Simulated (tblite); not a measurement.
C3H4BrCl3Si2.
Numbering: `[CH:1]#[C:2][Si@H:3]([Br:4])[SiH2:5][C:6]([Cl:7])([Cl:8])[Cl:9]` (hydrogens: H10 on C1; H11 on Si3; H12, H13 on Si5)

Computed with GFN2-xTB (tblite), gas phase: L-BFGS steps from a force-field or distance-geometry start until the largest atomic force falls under 0.01 eV/Å.

Step 14: E = -805.6716 eV
```
atom  x, y, z in Å  |  force x, y, z in eV/Å
C1      3.5262   -0.5910   -0.2443    0.026  -0.004  -0.012
C2      2.5420    0.0920   -0.1417   -0.056  -0.017  -0.068
Si3     0.9473    1.0168   -0.0042    0.006   0.026   0.008
Br4     0.9872    1.8630    2.0670    0.018   0.007   0.041
Si5    -0.6852   -0.5675   -0.4665   -0.012  -0.029   0.017
C6     -2.4375   -0.1616    0.2792    0.027   0.031  -0.042
Cl7    -3.3888   -1.6614    0.3374   -0.023   0.029  -0.022
Cl8    -2.3524    0.5229    1.9221   -0.028  -0.047  -0.035
Cl9    -3.2792    0.9998   -0.7794    0.051  -0.011   0.045
H10     4.3953   -1.1760   -0.3396    0.039   0.019   0.028
H11     1.0370    2.2233   -0.8256   -0.029  -0.032  -0.021
H12    -0.3690   -1.8874    0.0846   -0.005   0.031   0.024
H13    -0.9273   -0.6724   -1.9065   -0.014  -0.002   0.037
```

Step 15: E = -805.6727 eV
```
atom  x, y, z in Å  |  force x, y, z in eV/Å
C1      3.5269   -0.5897   -0.2449    0.028  -0.009  -0.012
C2      2.5402    0.0899   -0.1473   -0.056  -0.003  -0.051
Si3     0.9488    1.0170   -0.0022   -0.011   0.046  -0.017
Br4     0.9901    1.8638    2.0673    0.021   0.009   0.052
Si5    -0.6824   -0.5656   -0.4649   -0.062  -0.084   0.014
C6     -2.4382   -0.1616    0.2783    0.068   0.016  -0.044
Cl7    -3.3913   -1.6592    0.3349   -0.028   0.006  -0.025
Cl8    -2.3540    0.5194    1.9217   -0.023  -0.031  -0.012
Cl9    -3.2765    0.9999   -0.7793    0.036   0.015   0.026
H10     4.3960   -1.1736   -0.3371    0.064   0.001   0.021
H11     1.0358    2.2224   -0.8259   -0.028  -0.032  -0.017
H12    -0.3699   -1.8886    0.0865   -0.008   0.064   0.012
H13    -0.9298   -0.6738   -1.9048   -0.002   0.002   0.054
```

Task: Estimate the geometry and energy of step 16. (The exact step hangs on the optimiser's Hessian estimate; all steps are aligned on step 15, rigid shifts and turns removed.)

Result: E = -805.6741 eV, largest force 0.148 eV/Å
```
atom  x, y, z in Å  |  force x, y, z in eV/Å
C1      3.5281   -0.5876   -0.2459    0.019  -0.007  -0.009
C2      2.5374    0.0870   -0.1566   -0.034   0.001  -0.029
Si3     0.9504    1.0178    0.0002   -0.034   0.045  -0.036
Br4     0.9954    1.8656    2.0683    0.024   0.006   0.054
Si5    -0.6801   -0.5643   -0.4618   -0.091  -0.117   0.007
C6     -2.4383   -0.1612    0.2765    0.087  -0.014  -0.029
Cl7    -3.3957   -1.6559    0.3303   -0.028  -0.021  -0.031
Cl8    -2.3567    0.5135    1.9213   -0.015  -0.008   0.017
Cl9    -3.2717    1.0000   -0.7792    0.015   0.058  -0.005
H10     4.3982   -1.1702   -0.3331    0.077  -0.008   0.012
H11     1.0338    2.2211   -0.8261   -0.027  -0.021  -0.019
H12    -0.3716   -1.8893    0.0894   -0.006   0.079   0.009
H13    -0.9337   -0.6760   -1.9009    0.012   0.006   0.057
```

The energy changes by -0.0014 eV. The first-order estimate −F·Δx gives -0.0019 eV and the mean of the old and new forces, exact on a quadratic surface, -0.0014 eV. The step makes an angle of 63° with the force vector and moves no atom by more than 0.010 Å.

What follows is the cost of the whole relaxation. Time: 4.8 s wall. Hardware: one thread of an Arm Neoverse N1, shared host with 64 logical CPUs at a one-minute load of 57.
